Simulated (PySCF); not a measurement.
## How methods differ on the ionisation energy of Ir(75+)

Ir(75+) 1s2 (1S) → Ir(76+) 1s1 (2S), as a difference of total energies. Computed with PySCF 2.14 in an even-tempered Gaussian basis (17 s from 230 bohr⁻², ratio 2; 7 p from 350 bohr⁻², ratio 2.2; 4 d from 1100 bohr⁻², ratio 2.2; 4 f from 1600 bohr⁻², ratio 2.2; 3 g from 2400 bohr⁻², ratio 2.2; 2 h from 3600 bohr⁻², ratio 2.2), with no relativity, point nucleus. Correlated levels: nothing frozen; virtual orbitals above 40 to 60 times the deepest correlated orbital energy dropped. The calculations carry no spin-orbit coupling.

| method | ionisation energy (eV) |
| --- | --- |
| UHF | 79361.6 |
| LDA | 79276.1 |
| PBE | 79349.4 |
| PBE0 | 79352.7 |
| r2SCAN | 79363.0 |
| revPBE | 79358.9 |
| TPSSh | 79363.0 |
| MP2 (all electrons) | 79362.9 |
| SCS-MP2 (all electrons) | 79363.1 |

The gap to the reference is mostly relativistic.

For comparison: 86442.44 ± 0.25 eV (theoretical estimate listed by NIST; NIST Atomic Spectra Database, ionization energies).
